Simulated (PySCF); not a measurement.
Ligand exchange on a metal centre used in film growth or etching (Zn OH-Br). All species are isolated molecules in the gas phase. One relaxed conformer stands for each flexible species; it need not be the lowest.

The HOMO–LUMO gap from two functionals at the same geometries (BP86-D3(BJ)/def2-SVP), both in PySCF: PBE-D3(BJ)/def2-TZVP and TPSSh-D3(BJ)/def2-TZVP. 

```
species                               TPSSh-D3(BJ)/def2-TZVP (eV)
------------------------------------  ---------------------------
0 of 2 OH replaced by Br                                     5.96
1 of 2 OH replaced by Br                                     5.71
2 of 2 OH replaced by Br ([Zn(Br)2])                         5.67
```

Q: What does PBE-D3(BJ)/def2-TZVP give for each?

A: 
- 0 of 2 OH replaced by Br: 4.72
- 1 of 2 OH replaced by Br: 4.51
- 2 of 2 OH replaced by Br ([Zn(Br)2]): 4.57
Over these rows, drawn at random from the members with no instability flagged (it was tested for open shells, ions and some series alone), PBE minus TPSSh-D3(BJ): mean -1.18 eV, from -1.25 eV to -1.10 eV.
